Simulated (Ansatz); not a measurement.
`[GaH2][AsH2]` + `N[SiH3]` → `[SiH3]N[AsH2]` + `[GaH3]`  (cleavage of the As–Ga bond)

Program: Ansatz. Geometries: PBE0-D4/def2-TZVP. ΔE: electronic, gas phase. CBS: MP2 limit from def2 TZ/QZ plus the TZ coupled-cluster correction, frozen cores. This one scheme is used for every species. Functionals use def2-TZVPP. For As, Ga outer-core shells are correlated without core-valence functions, which leaves a few kJ/mol of doubt a bond. Scalar relativity is left out up to krypton.

```
     level  ΔE (kJ/mol)
r2SCANh-D4        102.5
    revPBE        105.3
```

Question: What does CCSD(T)/CBS give? (Estimate.)

Answer: The calculation gave: +99.2 kJ/mol. The listed levels differ from it by 3.3, 6.1 kJ/mol.

Largest T1 diagnostic among the species: 0.013.

In def2-TZVPP, CCSD(T) changes the Hartree–Fock value by +4.1 kJ/mol (the triples alone add +0.0 kJ/mol) and MP2 by +5.7 kJ/mol. The D4 term adds −5.2 kJ/mol with B3LYP and −2.8 kJ/mol with PBE0; it sums over pairs of atoms, weighted by their polarisabilities, and B3LYP, whose exchange is more repulsive, gets the larger term.

B3LYP here is the variant with VWN-RPA as its local correlation; programs differ in this.
